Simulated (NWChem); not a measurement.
# C2H6ClNSi; SMILES C/C=N/[SiH2]Cl

```xyz
11

C     -0.6431     3.0800     0.0878
C      0.0637     1.8016    -0.2438
N      0.0153     0.7625     0.5031
Si     0.8473    -0.7305     0.1017
Cl    -0.5811    -2.2148    -0.1823
H     -1.3498     3.3461    -0.7278
H     -1.1903     2.9877     1.0442
H      0.0859     3.9167     0.1476
H      0.6430     1.8274    -1.2087
H      1.7040    -1.1252     1.2639
H      1.6615    -0.6240    -1.1651
```
Atoms are numbered in this order, from 1.

Program: NWChem. Pople sets run with spherical d functions. STO-3G and 3-21G are far too small for this property and stand as cheap habits. Structure relaxed at the PBE-D3(BJ)/def2-SVP level. Field at 589 nm.

```tsv
level	isotropic polarisability (bohr³)	anisotropy (bohr³)
B3LYP/STO-3G	33.3	27.7
B3LYP/6-31G*	62.3	35.4
B3LYP/def2-SVP	64.5	35.2
B3LYP/def2-SVPD	___	___
```

Problem. What belongs in the gaps?

Solution. 
- B3LYP/def2-SVPD, isotropic polarisability (bohr³): 79.5
- B3LYP/def2-SVPD, anisotropy (bohr³): 36.5
